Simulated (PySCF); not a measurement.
Job file and geometry (Å, from GFN2-xTB) of an NMR shielding run on SMILES BN(B(C)C#C)C(C)C, C$_{6}$H$_{13}$B$_{2}$N, GIAO PBE0/pcSseg-1 NMR shielding, non-relativistic, gas phase in PySCF; density fitting, a coarse starting grid and PySCF grid level 2 are the driver's defaults:

```
$ OMP_NUM_THREADS=1 python probes_run.py task.json out

{"job": {"kind": "nmr", "xc": "PBE0", "basis": "pcSseg-1"}, "charge": 0, "multiplicity": 1}
B     -0.061936     1.858050    -0.494258
N     -0.148847     0.495079    -0.142292
B     -1.392922    -0.185457     0.028640
C     -2.804158     0.502681    -0.203011
C     -1.413680    -1.645606     0.453230
C     -1.502650    -2.798644     0.790679
C      1.091985    -0.267695     0.074597
C      1.938539    -0.320331    -1.197297
C      1.888067     0.295768     1.251775
H     -1.034186     2.480217    -0.670671
H      0.978965     2.383198    -0.611025
H     -3.628049    -0.189563    -0.043377
H     -2.893955     0.891685    -1.215089
H     -2.949500     1.346612     0.468093
H     -1.571447    -3.806797     1.084042
H      0.804203    -1.294920     0.325822
H      1.347460    -0.713916    -2.021667
H      2.295336     0.668642    -1.469838
H      2.796508    -0.970818    -1.043778
H      1.265756     0.319580     2.144062
H      2.230997     1.304819     1.041536
H      2.753103    -0.333199     1.448976
```

Problem. What does the program print?

Solution. 
```
coarse grid: 17816 points
cycle   1  E = -340.3239094644  dE =  8.614e-01  |g| = 5.389e-01  |ddm| = 4.005e+00
cycle   2  E = -340.3079943111  dE =  1.592e-02  |g| = 6.000e-01  |ddm| = 1.019e+00
cycle   3  E = -340.3931488925  dE = -8.515e-02  |g| = 1.860e-01  |ddm| = 5.551e-01
cycle   4  E = -340.4015194039  dE = -8.371e-03  |g| = 4.190e-02  |ddm| = 1.465e-01
cycle   5  E = -340.4019235301  dE = -4.041e-04  |g| = 1.336e-02  |ddm| = 3.589e-02
cycle   6  E = -340.4019621471  dE = -3.862e-05  |g| = 4.173e-03  |ddm| = 1.217e-02
cycle   7  E = -340.4019658052  dE = -3.658e-06  |g| = 8.449e-04  |ddm| = 3.408e-03
final grid: 170496 points
cycle   8  E = -340.4528885692  dE = -8.416e-05  |g| = 9.294e-03  |ddm| = 5.527e-02
cycle   9  E = -340.4528827575  dE =  5.812e-06  |g| = 1.056e-02  |ddm| = 1.691e-02
cycle  10  E = -340.4529102996  dE = -2.754e-05  |g| = 1.878e-03  |ddm| = 9.188e-03
cycle  11  E = -340.4529110588  dE = -7.592e-07  |g| = 6.430e-04  |ddm| = 1.666e-03
cycle  12  E = -340.4529111499  dE = -9.109e-08  |g| = 2.394e-04  |ddm| = 5.874e-04
cycle  13  E = -340.4529111631  dE = -1.324e-08  |g| = 6.297e-05  |ddm| = 1.932e-04
cycle  14  E = -340.4529111640  dE = -9.055e-10  |g| = 1.449e-05  |ddm| = 5.722e-05
converged SCF energy = -340.4529111640

GIAO shielding tensors (ppm)
atom      isotropic    diamagn.    paramagn.     s11        s22        s33       span
  0 B       52.425     199.129    -146.704     10.316     20.485    126.474    116.159
  1 N       43.686     325.756    -282.069    -98.022    -11.368    240.449    338.471
  2 B       54.460     191.888    -137.428      5.833     55.123    102.424     96.591
  3 C      177.366     251.866     -74.501    166.392    177.676    188.030     21.638
  4 C       90.532     259.049    -168.517    -22.142     -1.417    295.155    317.296
  5 C       70.981     262.528    -191.547      5.915     24.355    182.672    176.757
  6 C      129.960     243.335    -113.375    112.929    117.109    159.842     46.913
  7 C      159.245     248.297     -89.052    140.535    152.172    185.028     44.493
  8 C      159.101     248.318     -89.217    140.552    151.769    184.981     44.428
  9 H       25.997      33.158      -7.162     23.599     25.401     28.990      5.391
 10 H       25.908      33.043      -7.136     21.663     26.203     29.858      8.195
 11 H       30.675      28.443       2.232     26.174     30.205     35.645      9.471
 12 H       30.967      30.191       0.776     26.695     29.490     36.715     10.020
 13 H       30.941      30.085       0.855     26.670     29.418     36.735     10.065
 14 H       28.291      34.288      -5.997     24.532     25.262     35.079     10.547
 15 H       26.678      33.678      -7.000     22.021     24.669     33.345     11.324
 16 H       30.534      30.999      -0.464     26.358     28.991     36.255      9.897
 17 H       30.259      31.303      -1.043     26.639     29.129     35.010      8.371
 18 H       30.568      30.164       0.404     26.663     27.804     37.238     10.575
 19 H       30.488      31.047      -0.559     26.272     29.044     36.147      9.875
 20 H       30.290      31.319      -1.028     26.670     29.169     35.032      8.362
 21 H       30.572      30.199       0.373     26.689     27.780     37.248     10.559
```

Size and cost of the density-fitted run: 218 basis functions, 2.5 min wall time on 1 thread of an Intel Xeon, shared host; peak memory 0.92 GiB.
